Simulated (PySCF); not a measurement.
# Indium: a sound run and one with changed settings

Sound run: In [Kr] 4d10 5s2 5p1, In⁺ [Kr] 4d10 5s2. Calculation: PySCF 2.14, in cc-pVTZ-PP with ECP28MDF (5s4p3d1f, 39 functions); a scalar-relativistic core potential. The sound run starts from symmetry-adapted Hartree-Fock orbitals and uses a fine grid where one is needed.

Changed run: 6 angular points. This setting is unsound on purpose.

| species | method | sound run (hartree) | changed run (hartree) | converged |
| --- | --- | --- | --- | --- |
| In | UHF | -189.21033 | -189.21033 | yes |
| In | LDA | -189.79575 | -191.28481 | no |
| In | r2SCAN | -190.18173 | -191.67011 | yes |
| In⁺ | UHF | -189.01875 | -189.01875 | yes |
| In⁺ | LDA | -189.58587 | -190.47814 | yes |
| In⁺ | r2SCAN | -189.97207 | -191.26760 | yes |

Ionisation energy of In:

```json
{"method": "UHF", "sound run (eV)": "5.213", "changed run (eV)": "5.213"}
```

A coarse angular grid integrates products of high-l functions wrongly, so density functionals can shift, and the SCF can exploit the error; Hartree-Fock and MP2 need no grid.

For comparison, NIST gives 5.786 eV between the lowest levels.
